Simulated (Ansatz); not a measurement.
Level of theory: frozen-core CCSD(T)/cc-pVTZ // B3LYP-D3(BJ)/def2-TZVP run with Ansatz (a quantum-chemistry and plane-wave program).

Ansatz 0.2 input:
```yaml
crystal:
  periodic: [false, false, false]
  atoms:
    - { symbol: C, position_ang: [1.469508, -0.530334, 0.306612] }
    - { symbol: B, position_ang: [-0.001727, -0.000067, 0.156041] }
    - { symbol: C, position_ang: [-0.289542, 1.542835, 0.231063] }
    - { symbol: C, position_ang: [-1.182873, -1.013069, -0.058309] }
    - { symbol: H, position_ang: [1.544098, -1.054437, 1.269326] }
    - { symbol: H, position_ang: [1.703659, -1.289454, -0.44682] }
    - { symbol: H, position_ang: [2.245588, 0.237019, 0.288815] }
    - { symbol: H, position_ang: [-1.333883, 1.829502, 0.095752] }
    - { symbol: H, position_ang: [0.043936, 1.925412, 1.204217] }
    - { symbol: H, position_ang: [0.318251, 2.081501, -0.504862] }
    - { symbol: H, position_ang: [-2.032518, -0.786225, 0.593948] }
    - { symbol: H, position_ang: [-1.565065, -0.876499, -1.079254] }
    - { symbol: H, position_ang: [-0.919422, -2.066179, 0.055522] }
basis:
  gaussian: { orbitals: cc-pVTZ }
correlation:
  method: ccsd_t
```

Output:

```
Functional definition: HF
1360 factors; integrals over basis functions are off by at most 9.5e-4 eV
mean field evaluation 1: about -3903.4139 eV, gradient 3.9e1 eV
mean field evaluation 2: about -3903.4122 eV, gradient 3.9e1 eV
mean field evaluation 4: about -3907.4075 eV, gradient 3.1e0 eV
mean field evaluation 8: about -3907.4545 eV, gradient 1.4e-1 eV
mean field evaluation 16: about -3907.4581 eV, gradient 4.6e-1 eV
mean field -3907.45464059 eV, -143.5963094736 hartree, gradient 6.2e-6 eV, S^2 0.000000; 0 other end points of the search recorded, 0 dependent functions left out
4 core orbitals not correlated
reference -3907.45464059 eV, -143.5963094736 hartree; 12, 12 occupied and 230, 230 virtual orbitals, 1360 factors
second order -17.42642479 eV of doubles, -0.00000000 eV of singles
cycle   1  -18.35034933 eV  change   -9.2e-1 eV  update   7.8e-2
cycle   2  -18.76967916 eV  change   -4.2e-1 eV  update   2.2e-2
cycle   3  -18.82330996 eV  change   -5.4e-2 eV  update   8.1e-3
cycle   4  -18.82022256 eV  change    3.1e-3 eV  update   1.9e-3
cycle   5  -18.81997979 eV  change    2.4e-4 eV  update   6.6e-4
cycle   6  -18.81987414 eV  change    1.1e-4 eV  update   1.8e-4
cycle   7  -18.81982264 eV  change    5.2e-5 eV  update   5.1e-5
cycle   8  -18.81982075 eV  change    1.9e-6 eV  update   1.7e-5
perturbative correction -0.69393154 eV, -0.0255015136 hartree
Total energy: -3926.96839287 eV, -144.3134266432 hartree
```

Cost: around 4 core-minutes (rough).
